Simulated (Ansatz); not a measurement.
C3H7FGeO (`CC(C)[O][Ge][F]`). Total charge 0; spin multiplicity 1.

Cartesian coordinates in Å:
```
C 0.942 -0.922 -0.724
C 0.248 0.214 -0.001
C -0.708 0.972 -0.898
O -0.483 -0.323 1.094
Ge -0.134 0.153 2.766
F -1.366 -0.859 3.489
H 0.203 -1.643 -1.081
H 1.506 -0.547 -1.581
H 1.631 -1.443 -0.057
H 1.016 0.916 0.367
H -0.181 1.389 -1.760
H -1.491 0.302 -1.259
H -1.183 1.791 -0.354
```

Q: List the harmonic frequencies (cm⁻¹, unscaled) at PBE0-D4/def2-TZVP in Ansatz. (Best estimate.)

A: The calculation gave: 48, 80, 117, 220, 234, 254, 354, 436, 437, 665, 689, 874, 927, 947, 1016, 1152, 1164, 1197, 1361, 1388, 1397, 1409, 1469, 1475, 1484, 1498, 2956, 3049, 3053, 3129, 3132, 3134, 3136.

Q: Is this a minimum?

A: Yes, all 33 modes are real.

Q: Give the ideal-gas thermochemistry at 298.15 K and 1 bar (rigid rotor, harmonic oscillator; point group Cs, symmetry number 1).

A: Zero-point energy 262.5 kJ/mol; H(298) − E = 286.3 kJ/mol; entropy 380.4 J/(mol·K), of which translation 171.4, rotation 118.2, vibration 90.8; G(298) − E = 172.8 kJ/mol. Modes under 100 cm⁻¹ are hindered rotations or soft bends, so the harmonic entropy is rough.
